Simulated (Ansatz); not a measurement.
Reactions of `C[NH][GeH]([Cl])[O]C`.

Calculated with Ansatz (gas phase, PBE0-D4/def2-TZVP geometries, no zero-point term in ΔE). CCSD(T)/CBS is the MP2 limit (def2-TZVPP, def2-QZVPP) plus CCSD(T) − MP2 in def2-TZVPP, frozen cores. This one scheme is used for every species. Functionals use def2-TZVPP. Triplets are unrestricted, without spin–orbit coupling. Elements past krypton have def2 core potentials. For Ge, Hf, I, Sb, Te outer-core shells are correlated without core-valence functions, which leaves a few kJ/mol of doubt a bond. Scalar relativity is left out up to krypton. Each species was taken in one conformer, which may not be the lowest.

```
                                                                                         reaction  PBE-D4 (kJ/mol)  ωB97X-V (kJ/mol)  r2SCAN-D4 (kJ/mol)  ωB97M-V (kJ/mol)  CCSD(T)/CBS(def2) (kJ/mol)
                              `C[NH][GeH]([Cl])[O]C` → `[CH2]` (triplet) + `C[O][GeH]([NH2])[Cl]`              405               410                 374               400                         398
                                  `C[NH][GeH]([Cl])[O]C` + CH₃SH → `C[O][GeH]([Cl])[S]C` + CH₃NH₂              -45               -34                 -41               -36                         -36
                    `C[NH][GeH]([Cl])[O]C` + `[SH][SbH2]` → `C[S][SbH2]` + `C[O][GeH]([NH2])[Cl]`              -23               -19                 -24               -21                         -23
                                          `C[NH][GeH]([Cl])[O]C` + H₂ → `C[NH][GeH2][Cl]` + CH₃OH               15                19                  22                19                          20
                                            `C[NH][GeH]([Cl])[O]C` → `C[O][Ge]([CH3])([NH2])[Cl]`              -87               -85                 -92               -89                         -91
                                     `C[NH][GeH]([Cl])[O]C` + H–F → `C[NH][GeH]([F])[Cl]` + CH₃OH              -31               -33                 -34               -31                         -23
            `C[NH][GeH]([Cl])[O]C` + `O[SiH](F)[TeH]` → `C[Te][SiH](O)F` + `C[NH][GeH]([OH])[Cl]`              -56               -49                 -56               -53                         -62
      `C[NH][GeH]([Cl])[O]C` + `[SiH3][NH][GeH3]` → `C[N]([SiH3])[GeH3]` + `C[NH][GeH]([OH])[Cl]`              -17               -13                 -15               -14                         -17
                                    `C[NH][GeH]([Cl])[O]C` + HCl → `C[NH][GeH]([Cl])[Cl]` + CH₃OH              -43               -37                 -40               -39                         -36
`C[NH][GeH]([Cl])[O]C` + `[F][Hf]([F])([F])[I]` → `C[NH][GeH]([F])[O]C` + `[F][Hf]([F])([Cl])[I]`               31                27                  25                27                          22
```

Largest T1 diagnostic: 0.015, for `[F][Hf]([F])([F])[I]`.
